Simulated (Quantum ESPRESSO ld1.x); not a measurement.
Values are calculated unless marked as measured or tabulated.
Problem. Se XVIII, 17 electrons, occupied as [Ne] 3s2 3p5. Level of theory: scalar-relativistic Kohn-Sham, LDA (Slater exchange, Perdew-Wang correlation), spin-polarised, spherical densities, point nucleus; open shells are filled with parallel spins first (ld1.x of Quantum ESPRESSO 7.5). Some entries of the table are withheld. Estimate them.

orbital,occ.,eigenvalue (hartree),r(max) (bohr),<r> (bohr)
1s up,1,-482.050,0.029,0.04415
1s down,1,-482.006,0.029,0.04415
2s up,1,-82.1314,0.164,0.1948
2s down,1,-82.0916,0.164,0.1948
2p up,3,-75.1874,0.131,0.1699
2p down,3,-75.1384,0.131,0.1699
3s up,1,-27.1378,0.468,0.5049
3s down,1,-27.0216,0.468,0.5054
3p up,3,-24.9261,0.454,0.4968
3p down,2,-24.8093,0.457,0.4974
3d up,0,-21.6523,0.377,0.4544
3d down,0,-21.5458,0.377,0.4545
4s up,0,-13.0131,0.986,(1)
4s down,0,-12.9759,0.994,(2)
4p up,0,-12.1600,1.00,1.015
4p down,0,-12.1240,1.01,1.018

Solution. 
(1) 4s up <r> (bohr): 1.001
(2) 4s down <r> (bohr): 1.003
